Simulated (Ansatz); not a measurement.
Ansatz (a first-principles code) input file for C6H5O, SMILES Oc1cc[c]cc1, multiplicity 2, PBE0-D3(BJ)/def2-SVP. 

Ansatz 0.2 input:
```yaml
crystal:
  periodic: [false, false, false]
  atoms:
    - {symbol: O, position_ang: [0.12644596, 2.22637079, -0.00000000]}
    - {symbol: C, position_ang: [0.03685151, 0.86539690, 0.00000000]}
    - {symbol: C, position_ang: [1.22297251, 0.13687058, 0.00000000]}
    - {symbol: C, position_ang: [1.18016876, -1.25238975, 0.00000000]}
    - {symbol: C, position_ang: [-0.04849317, -1.84575107, 0.00000000]}
    - {symbol: C, position_ang: [-1.23626470, -1.17805401, -0.00000000]}
    - {symbol: C, position_ang: [-1.19116611, 0.21409820, -0.00000000]}
    - {symbol: H, position_ang: [-0.75772489, 2.61199393, 0.00000000]}
    - {symbol: H, position_ang: [2.16366944, 0.66507580, 0.00000000]}
    - {symbol: H, position_ang: [2.09513531, -1.82415162, -0.00000001]}
    - {symbol: H, position_ang: [-2.18607970, -1.69043746, -0.00000000]}
    - {symbol: H, position_ang: [-2.11098073, 0.78552790, 0.00000001]}
basis:
  gaussian:
    orbitals: def2-SVP
hamiltonian:
  xc: pbe0
  dispersion: d3bj
magnetization: {spin_polarized: true, initial_magnetization: 1}
relax: {f_tol: 0.002, max_steps: 200}
```

Program output:

```
WARN ansatz: RAYON_NUM_THREADS=2 ignored (pool sized by the plan → 2); use --threads N
Functional definition: PBE0
integrals: 0.09 GiB planned
1424 factors; integrals over basis functions are off by at most 4.8e-4 eV
mean field: 1.15 GiB planned
mean field evaluation 1: about -8325.9837 eV, gradient 3.6e1 eV
mean field evaluation 2: about -8326.4442 eV, gradient 3.6e1 eV
mean field evaluation 4: about -8332.2216 eV, gradient 2.0e0 eV
mean field evaluation 8: about -8332.2983 eV, gradient 3.0e-1 eV
mean field evaluation 16: about -8332.2996 eV, gradient 1.5e-3 eV
mean field -8332.29956879 eV, -306.2063613176 hartree, gradient 4.8e-5 eV, S^2 0.760823; 0 other end points of the search recorded, 0 dependent functions left out
the calculation of the forces begins
reference -8332.29959213 eV, -306.2063621753 hartree; 25, 24 occupied and 98, 99 virtual orbitals, 1424 factors
relax step   1: F+E_penalty+E_count = -8332.56636659 eV  Δ(F+E_penalty+E_count) = +0.000e0 eV  max|allowed force component| = 9.967e-1 eV/Å  Δτ_max = 0.0000 Å  (39 SCF iters, accepted)
these checks for a lower state are left out or cut short: starts, cluster_reference, orbital_swaps, neighbouring_geometries, increment
integrals: 0.09 GiB planned
1424 factors; integrals over basis functions are off by at most 4.8e-4 eV
mean field: 1.15 GiB planned
mean field evaluation 32: about -8332.3321 eV, gradient 2.5e-5 eV
mean field -8332.33214807 eV, -306.2075585842 hartree, gradient 2.5e-5 eV, S^2 0.761401; 0 other end points of the search recorded, 0 dependent functions left out
the calculation of the forces begins
reference -8332.33217161 eV, -306.2075594490 hartree; 25, 24 occupied and 98, 99 virtual orbitals, 1424 factors
relax step   2: F+E_penalty+E_count = -8332.59834579 eV  Δ(F+E_penalty+E_count) = -3.198e-2 eV  max|allowed force component| = 4.252e-1 eV/Å  Δτ_max = 0.0224 Å  (41 SCF iters, accepted)
these checks for a lower state are left out or cut short: starts, cluster_reference, orbital_swaps, neighbouring_geometries, increment
integrals: 0.09 GiB planned
1424 factors; integrals over basis functions are off by at most 4.9e-4 eV
mean field: 1.15 GiB planned
mean field -8332.33518913 eV, -306.2076703408 hartree, gradient 1.7e-5 eV, S^2 0.761621; 0 other end points of the search recorded, 0 dependent functions left out
the calculation of the forces begins
reference -8332.33521272 eV, -306.2076712078 hartree; 25, 24 occupied and 98, 99 virtual orbitals, 1424 factors
relax step   3: F+E_penalty+E_count = -8332.60120383 eV  Δ(F+E_penalty+E_count) = -2.858e-3 eV  max|allowed force component| = 6.730e-2 eV/Å  Δτ_max = 0.0069 Å  (37 SCF iters, accepted)
these checks for a lower state are left out or cut short: starts, cluster_reference, orbital_swaps, neighbouring_geometries, increment
integrals: 0.09 GiB planned
1424 factors; integrals over basis functions are off by at most 4.9e-4 eV
mean field: 1.15 GiB planned
mean field -8332.33524138 eV, -306.2076722609 hartree, gradient 1.0e-5 eV, S^2 0.761631; 0 other end points of the search recorded, 0 dependent functions left out
the calculation of the forces begins
reference -8332.33526496 eV, -306.2076731277 hartree; 25, 24 occupied and 98, 99 virtual orbitals, 1424 factors
relax step   4: F+E_penalty+E_count = -8332.60125409 eV  Δ(F+E_penalty+E_count) = -5.026e-5 eV  max|allowed force component| = 1.405e-2 eV/Å  Δτ_max = 0.0016 Å  (32 SCF iters, accepted)
these checks for a lower state are left out or cut short: starts, cluster_reference, orbital_swaps, neighbouring_geometries, increment
integrals: 0.09 GiB planned
1424 factors; integrals over basis functions are off by at most 4.9e-4 eV
mean field: 1.15 GiB planned
mean field -8332.33524443 eV, -306.2076723729 hartree, gradient 1.6e-5 eV, S^2 0.761632; 0 other end points of the search recorded, 0 dependent functions left out
the calculation of the forces begins
reference -8332.33526801 eV, -306.2076732398 hartree; 25, 24 occupied and 98, 99 virtual orbitals, 1424 factors
relax step   5: F+E_penalty+E_count = -8332.60126299 eV  Δ(F+E_penalty+E_count) = -8.903e-6 eV  max|allowed force component| = 1.219e-3 eV/Å  Δτ_max = 0.0006 Å  (28 SCF iters, accepted)
integrals: 0.09 GiB planned
1424 factors; integrals over basis functions are off by at most 4.9e-4 eV
mean field: 1.15 GiB planned
mean field evaluation 64: about -8332.3352 eV, gradient 5.1e-2 eV
mean field -8332.33524443 eV, -306.2076723729 hartree, gradient 1.6e-5 eV, S^2 0.761632; 1 other end points of the search recorded, 0 dependent functions left out
the calculation of the forces begins
reference -8332.33526801 eV, -306.2076732398 hartree; 25, 24 occupied and 98, 99 virtual orbitals, 1424 factors
Total energy: -8332.60128658 eV, -306.2174492418 hartree
Atom 0 at     0.133783     2.223893     0.000000 Å, force    -0.000631     0.001179    -0.000000 eV/Å
Atom 1 at     0.035241     0.876282    -0.000000 Å, force    -0.001219     0.000249    -0.000000 eV/Å
Atom 2 at     1.228143     0.141449    -0.000000 Å, force    -0.000373     0.000203     0.000000 eV/Å
Atom 3 at     1.190262    -1.254917    -0.000000 Å, force     0.000614    -0.001109     0.000000 eV/Å
Atom 4 at    -0.049917    -1.856350    -0.000000 Å, force    -0.000165     0.000475    -0.000000 eV/Å
Atom 5 at    -1.249758    -1.184334     0.000000 Å, force     0.000409    -0.001064    -0.000000 eV/Å
Atom 6 at    -1.198953     0.215283     0.000000 Å, force     0.000745     0.000397    -0.000000 eV/Å
Atom 7 at    -0.749396     2.607200     0.000000 Å, force     0.000773    -0.000236     0.000000 eV/Å
Atom 8 at     2.176145     0.683909    -0.000000 Å, force    -0.000092    -0.000381     0.000000 eV/Å
Atom 9 at     2.118651    -1.832322    -0.000000 Å, force    -0.000010     0.000030    -0.000000 eV/Å
Atom 10 at    -2.212533    -1.702251     0.000000 Å, force    -0.000063     0.000236     0.000000 eV/Å
Atom 11 at    -2.127133     0.796709     0.000000 Å, force     0.000011     0.000021     0.000000 eV/Å
Dipole moment:    -0.270900     0.215498     0.000000 e Å
```

The calculation finished and met its thresholds.
